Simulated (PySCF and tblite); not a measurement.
Results of a calculation; reference values are marked as such.
## Rotation: stationary points, barriers and rates

System: C₄H₁₀F₂SSi, numbered as in [CH3:1][S:2][Si:3]([CH3:4])([CH3:5])[CH:6]([F:7])[F:8].

Motion: rotation about the Si3–C6 bond (torsion S2–Si3–C6–F7 from 171° to 72°, falling). Level: PBE0/pcSseg-1 + D3(BJ) on GFN2-xTB stationary points, with GFN2-xTB thermal terms. Rate constants are transition-state-theory values, counting equivalent paths, without tunnelling. Run with tblite and PySCF.

| point | symmetry | E(GFN2) kcal/mol | E(DFT) kcal/mol | ZPE change kcal/mol | lowest mode cm⁻¹ | dipole D |
| --- | --- | --- | --- | --- | --- | --- |
| start | C1 | 0.0 | 0.0 | 0.00 | 34 | 1.13 |
| saddle | C1 | 1.4 | 1.7 | -0.20 | 23i | 2.40 |
| end | C1 | 0.0 | 0.0 | 0.00 | 34 | 1.13 |

```
Electronic barrier                                      : 1.7 kcal/mol
Barrier with zero-point energy                          : 1.5 kcal/mol
ΔH‡ (298 K)                                             : 1.0 kcal/mol
ΔS‡ (298 K, symmetry apart)                             : -3.1 cal/(mol K)
Paths                                                   : 2 equivalent paths
End point                                               : the same structure with atoms interchanged, or its mirror image
Mean lifetime of the start against this motion at 298 K : 2.1 ps
Cost                                                    : 87 s on 1 thread of Arm Neoverse V1 (shared host) (rough), peak memory 0.91 GiB, launched as `OMP_NUM_THREADS=1 python ens_run.py task.json out`
```

| T/K | ΔG‡ kcal/mol | k s⁻¹ |
| --- | --- | --- |
| 150 | 1.6 | 2.6×10¹⁰ |
| 200 | 1.7 | 1.1×10¹¹ |
| 250 | 1.8 | 2.6×10¹¹ |
| 298 | 1.9 | 4.7×10¹¹ |
| 350 | 2.1 | 7.4×10¹¹ |
| 400 | 2.2 | 1×10¹² |
| 500 | 2.5 | 1.7×10¹² |

ΔG and ΔG‡ leave out symmetry numbers and mirror images; rates count paths: 2 out.

The barrier is low, and the GFN2-xTB saddle may lie off the DFT one, so take it as rough.
